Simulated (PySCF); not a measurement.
Orbital picture of RhSe

ωB97M-V at R = 2.187 Å; Rh x2c-TZVPPall, Se x2c-TZVPPall; spin-free X2C with a Gaussian nucleus (PySCF 2.14). State: ⁴Σ⁻ (quartet), unpaired electrons σ ↑, π ↑↑. Only the outer orbitals are listed, counted within each symmetry.

| spin | orbital | occ. | ε (eV) | on Rh (%) | main shells (%) |
| --- | --- | --- | --- | --- | --- |
| α | 16σ | 1 | -12.10 | 62 | 60 Rh d, 34 Se p |
| α | 8π | 1 | -11.58 | 73 | 73 Rh d, 27 Se p |
| α | 8π | 1 | -11.58 | 73 | 73 Rh d, 27 Se p |
| α | 3δ | 1 | -9.69 | 100 | 100 Rh d |
| α | 3δ | 1 | -9.69 | 100 | 100 Rh d |
| α | 17σ | 1 | -8.56 | 55 | 45 Se p, 29 Rh d, 24 Rh s |
| α | 9π | 1 | -8.52 | 29 | 70 Se p, 26 Rh d |
| α | 9π | 1 | -8.52 | 29 | 70 Se p, 26 Rh d |
| α | 18σ | 0 | -0.64 | 93 | 63 Rh s, 26 Rh p |
| α | 10π | 0 | 1.26 | 99 | 96 Rh p |
| α | 10π | 0 | 1.26 | 99 | 96 Rh p |
| β | 16σ | 1 | -10.36 | 36 | 59 Se p, 30 Rh d |
| β | 8π | 1 | -9.34 | 56 | 55 Rh d, 42 Se p |
| β | 8π | 1 | -9.34 | 56 | 55 Rh d, 42 Se p |
| β | 3δ | 1 | -8.81 | 100 | 100 Rh d |
| β | 3δ | 1 | -8.80 | 100 | 100 Rh d |
| β | 17σ | 0 | -1.16 | 94 | 61 Rh s, 31 Rh d |
| β | 9π | 0 | -1.08 | 53 | 47 Se p, 39 Rh d, 14 Rh p |
| β | 9π | 0 | -1.08 | 53 | 47 Se p, 39 Rh d, 14 Rh p |

Task: Which are the highest filled and the lowest empty level, where do they sit, and how wide is the gap?

Result: Highest filled α 9π at -8.52 eV (in %: 70 Se p, 26 Rh d); lowest empty β 17σ at -1.16 eV (in %: 61 Rh s, 31 Rh d); the gap at ωB97M-V is 7.36 eV.

| Item | Value |
| --- | --- |
| bond order (Mayer) | 2.12 |
| ⟨S²⟩ | 3.765 |
| charge on Rh (Mulliken, basis-dependent) | 0.14 |
| charge on Rh (Löwdin, basis-dependent) | -0.33 |
| dipole moment (positive dipole means Rh(−)Se(+)) | -3.38 D |

Spin–orbit coupling is left out. With d or f electrons several states lie close, and the lowest PBE0 determinant need not be the measured ground state.
